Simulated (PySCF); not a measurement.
**Magnetic susceptibility: `InChI=1S/C5H13FSi/c1-3-5-7(6)4-2/h7H,3-5H2,1-2H3/t7-/m1/s1`**

Molfile (atoms numbered from 1):
```
C5H13FSi
     RDKit          3D

 20 19  0  0  0  0  0  0  0  0999 V2000
    3.1835    0.5599   -0.3769 C   0  0  0  0  0  0  0  0  0  0  0  0
    2.0644   -0.3975    0.0153 C   0  0  0  0  0  0  0  0  0  0  0  0
    0.6859    0.1665   -0.3311 C   0  0  0  0  0  0  0  0  0  0  0  0
   -0.7305   -1.0288    0.0827 Si  0  0  2  0  0  4  0  0  0  0  0  0
   -0.4662   -2.3893   -0.7625 F   0  0  0  0  0  0  0  0  0  0  0  0
   -2.4278   -0.3780   -0.4651 C   0  0  0  0  0  0  0  0  0  0  0  0
   -2.8998    0.8418    0.3204 C   0  0  0  0  0  0  0  0  0  0  0  0
    3.1691    0.7454   -1.4489 H   0  0  0  0  0  0  0  0  0  0  0  0
    3.0678    1.5123    0.1372 H   0  0  0  0  0  0  0  0  0  0  0  0
    4.1536    0.1439   -0.1146 H   0  0  0  0  0  0  0  0  0  0  0  0
    2.1163   -0.5932    1.0882 H   0  0  0  0  0  0  0  0  0  0  0  0
    2.2031   -1.3501   -0.4988 H   0  0  0  0  0  0  0  0  0  0  0  0
    0.6659    0.4045   -1.3979 H   0  0  0  0  0  0  0  0  0  0  0  0
    0.5524    1.1126    0.1968 H   0  0  0  0  0  0  0  0  0  0  0  0
   -0.7138   -1.4854    1.4691 H   0  0  0  0  0  0  0  0  0  0  0  0
   -3.1651   -1.1749   -0.3555 H   0  0  0  0  0  0  0  0  0  0  0  0
   -2.4061   -0.1273   -1.5277 H   0  0  0  0  0  0  0  0  0  0  0  0
   -2.2083    1.6719    0.1968 H   0  0  0  0  0  0  0  0  0  0  0  0
   -2.9680    0.6110    1.3809 H   0  0  0  0  0  0  0  0  0  0  0  0
   -3.8814    1.1652   -0.0211 H   0  0  0  0  0  0  0  0  0  0  0  0
  1  2  1  0
  2  3  1  0
  3  4  1  0
  4  5  1  0
  4  6  1  0
  6  7  1  0
  1  8  1  0
  1  9  1  0
  1 10  1  0
  2 11  1  0
  2 12  1  0
  3 13  1  0
  3 14  1  0
  4 15  1  1
  6 16  1  0
  6 17  1  0
  7 18  1  0
  7 19  1  0
  7 20  1  0
M  END
```

Level of theory: GIAO BHandHLYP/pcSseg-1 magnetisability, rotational g tensor and spin-rotation constants, non-relativistic, gas phase in PySCF. Geometry: GFN2-xTB.

(1) How diamagnetic is it, and how anisotropic?

(2) Split it along the inertial axes a, b, c into diamagnetic and paramagnetic parts about the centre of mass, with the quadrupole moment.

(3) And the rotational g tensor?

Answers

(1) Isotropic -1422 × 10⁻³⁰ J/T², or -85.7 × 10⁻⁶ cm³/mol; principal values -1492, -1411, -1365 × 10⁻³⁰ J/T², anisotropy 111 × 10⁻³⁰ J/T² (root of half the summed squared differences of the principal values). The susceptibility is in cgs units.

(2) 
| axis | χ (10⁻⁶ cm³/mol) | diamagnetic (10⁻⁶ cm³/mol) | paramagnetic (10⁻⁶ cm³/mol) | summed x² of all electrons (Å²) | quadrupole Θ (D Å) |
| --- | --- | --- | --- | --- | --- |
| a | -85.3 | -499.1 | 413.8 | 286.7 | +4.05 |
| b | -88.5 | -1333.5 | 1245.0 | 90.0 | -5.72 |
| c | -83.2 | -1598.4 | 1515.3 | 27.6 | +1.67 |

Anisotropies 2χaa − χbb − χcc = +1.0 and 2χbb − χaa − χcc = -8.5 × 10⁻⁶ cm³/mol. Θ is traceless in Buckingham's convention.

(3) 
| axis | rotational constant (GHz) | g | nuclear part | electronic part |
| --- | --- | --- | --- | --- |
| a | 3.1546 | -0.0185 | 0.5948 | -0.6133 |
| b | 1.0499 | -0.0018 | 0.6123 | -0.6141 |
| c | 0.8427 | -0.0052 | 0.5947 | -0.5999 |

Asymmetric top; isotopes 12C, 19F, 1H, 28Si; no vibrational averaging.
